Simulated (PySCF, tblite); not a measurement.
Isomers of C4H10OSi. Computed values, GFN2-xTB/tblite, gas phase, harmonic and unscaled. Against measured fundamentals such values can be off by several per cent, at times by over 20. Modes of hydrogen on silicon can be 10 to 20 % off. One conformer each.

Electronic energies: PBE0-D3(BJ)/def2-SVP at its own geometries (PySCF, gas phase).

```
            SMILES  electronic energy, lowest = 0 (kJ/mol)
      O[SiH]1CCCC1                                     0.0
C[C@@H]1CCO[SiH2]1                                    68.8
      C=CCC[SiH2]O                                   123.8
     C=CO[SiH](C)C                                    82.2
     [SiH3]OCC1CC1                                   188.2
```

Question: How do GFN2-xTB zero-point energies change the relative energies?

Answer: 
| SMILES | ZPE (kJ/mol) | of it from modes above 1550 cm⁻¹ | electronic (kJ/mol) | with ZPE, lowest = 0 (kJ/mol) | lowest mode (cm⁻¹) | rings |
| --- | --- | --- | --- | --- | --- | --- |
| O[SiH]1CCCC1 | 349.2 | 178.4 | 0.0 | 0.0 | 87 | 1 |
| C[C@@H]1CCO[SiH2]1 | 345.3 | 169.9 | 68.8 | 64.9 | 102 | 1 |
| C=CO[SiH](C)C | 334.4 | 188.1 | 82.2 | 67.3 | 35 | 0 |
| C=CCC[SiH2]O | 332.8 | 185.7 | 123.8 | 107.4 | 50 | 0 |
| [SiH3]OCC1CC1 | 333.1 | 167.5 | 188.2 | 172.1 | 31 | 1 |

The zero-point energies span 16.4 kJ/mol, from `C=CCC[SiH2]O` to `O[SiH]1CCCC1`. The order is unchanged.

Question: And how do the electronic energies of GFN2-xTB itself compare?

Answer: `O[SiH]1CCCC1` 15.5; `C[C@@H]1CCO[SiH2]1` 0.0; `C=CO[SiH](C)C` 112.9; `C=CCC[SiH2]O` 99.4; `[SiH3]OCC1CC1` 55.6 kJ/mol, lowest = 0. Against the energies above, taken from the same isomer `O[SiH]1CCCC1`, the largest difference is 148.1 kJ/mol. The two levels were optimised apart and needn't hold the same conformer.

Question: What do entropy and thermal enthalpy add at 298.15 K and 1 bar (rigid rotor, harmonic oscillator, one conformer each)?

Answer: 
| SMILES | point group | symmetry number | S (J/(mol K)) | H − H(0) (kJ/mol) | ZPE + H − H(0) − TS (kJ/mol) |
| --- | --- | --- | --- | --- | --- |
| O[SiH]1CCCC1 | C1 | 1 | 347.0 | 21.79 | 267.6 |
| C[C@@H]1CCO[SiH2]1 | C1 | 1 | 342.6 | 21.26 | 264.4 |
| C=CO[SiH](C)C | C1 | 1 | 408.7 | 28.13 | 240.6 |
| C=CCC[SiH2]O | C1 | 1 | 388.0 | 25.98 | 243.1 |
| [SiH3]OCC1CC1 | C1 | 1 | 375.1 | 23.72 | 245.0 |
